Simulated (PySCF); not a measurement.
PySCF job for GeH7NSi2, SMILES [NH]1[SiH2][SiH2][GeH2]1, C-PCM-ωB97X/def2-SVP. Coordinates come from a PBE0-D3(BJ)/def2-SVP optimisation. This is a generated structure with no PubChem entry under its InChIKey; it may be hypothetical.

```python
import numpy as np
from pyscf import gto, scf, dft
from pyscf.solvent import pcm

mol = gto.M(
    atom='''
    N    -1.38143609    0.17697413    0.00000000
    Si   -0.60273423    1.73987534   -0.00000000
    Si    1.48519800    0.64543834   -0.00000000
    Ge   -0.08747758   -1.16347678    0.00000000
    H    -2.38236759    0.00765505    0.00000000
    H    -0.89679112    2.58838781    1.20145910
    H    -0.89679113    2.58838780   -1.20145910
    H     2.33492628    0.76968577   -1.22234987
    H     2.33492629    0.76968578    1.22234987
    H    -0.18953011   -2.06287789   -1.25287625
    H    -0.18953011   -2.06287789    1.25287625
    ''',
    basis='def2-SVP',
    charge=0,
    spin=0,
    max_memory=1600,
    verbose=3,
)
mf = dft.RKS(mol, xc='wb97x').density_fit(auxbasis='def2-universal-jkfit')
mf.grids.level = 3
mf.conv_tol = 1e-9
mf.max_cycle = 100
mf.kernel()
res = {}
for name, eps in {'water': 78.355, 'methanol': 32.613, 'toluene': 2.3741}.items():
    s = mf.PCM()
    s.with_solvent.method, s.with_solvent.eps, s.with_solvent.lebedev_order = 'C-PCM', eps, 29
    s.kernel(mf.make_rdm1())
    res[name] = (s.e_tot, eps, s.dip_moment(), s.mo_energy, s.converged)
    print(f'{name}: electrostatic solvation free energy {(s.e_tot - mf.e_tot) * 627.509474:.3f} kcal/mol')
```

Log of the run:

```
converged SCF energy = -2714.49677186112

WARN: PCM is an experimental feature. It is still in testing.
Features and APIs may be changed in the future.

converged SCF energy = -2714.49914139587
Dipole moment(X, Y, Z, Debye): -0.46834, -0.61610, -0.00000
water: electrostatic solvation free energy -1.487 kcal/mol

WARN: PCM is an experimental feature. It is still in testing.
Features and APIs may be changed in the future.

converged SCF energy = -2714.4990951064
Dipole moment(X, Y, Z, Debye): -0.46627, -0.61196, -0.00000
methanol: electrostatic solvation free energy -1.458 kcal/mol

WARN: PCM is an experimental feature. It is still in testing.
Features and APIs may be changed in the future.

converged SCF energy = -2714.49811835572
Dipole moment(X, Y, Z, Debye): -0.42629, -0.53394, -0.00000
toluene: electrostatic solvation free energy -0.845 kcal/mol
```

The calculation finished and met its thresholds.
